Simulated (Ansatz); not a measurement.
Isolated molecules relaxed with PBE0-D4/def2-TZVP in Ansatz; ΔE leaves out vibrations. CBS: MP2 limit from def2 TZ/QZ plus the TZ coupled-cluster correction, frozen cores. DFT in def2-TZVPP. B3LYP here is the variant with VWN-RPA as its local correlation; programs differ in this. Each species was taken in one conformer, which may not be the lowest.

`O[SiH2]N[Si](O)(O)O` + `OCS` → `O[SiH2]OCS` + `N[Si](O)(O)O`  (ligand exchange at the Si–N bond)

```json
{"level": "PBE-D4", "ΔE (kJ/mol)": "-42.7"}
{"level": "ωB97X-V", "ΔE (kJ/mol)": "-42.8"}
{"level": "B3LYP", "ΔE (kJ/mol)": "-46.8"}
{"level": "MP2/def2-TZVPP", "ΔE (kJ/mol)": "-43.9"}
{"level": "CCSD/def2-TZVPP", "ΔE (kJ/mol)": "-42.2"}
{"level": "CCSD(T)/def2-TZVPP", "ΔE (kJ/mol)": "-42.5"}
{"level": "HF/def2-QZVPP", "ΔE (kJ/mol)": "-45.6"}
{"level": "SCS-MP2/def2-QZVPP", "ΔE (kJ/mol)": "-44.1"}
```

**Question.** What does CCSD(T)/CBS give? (Best estimate.)

**Answer.** Computed: -42.6 kJ/mol. The listed levels differ from it by -0.1, -0.2, -4.2, -1.3, 0.4, 0.1, -3.0, -1.5 kJ/mol.

Largest T1 diagnostic among the species: 0.012.
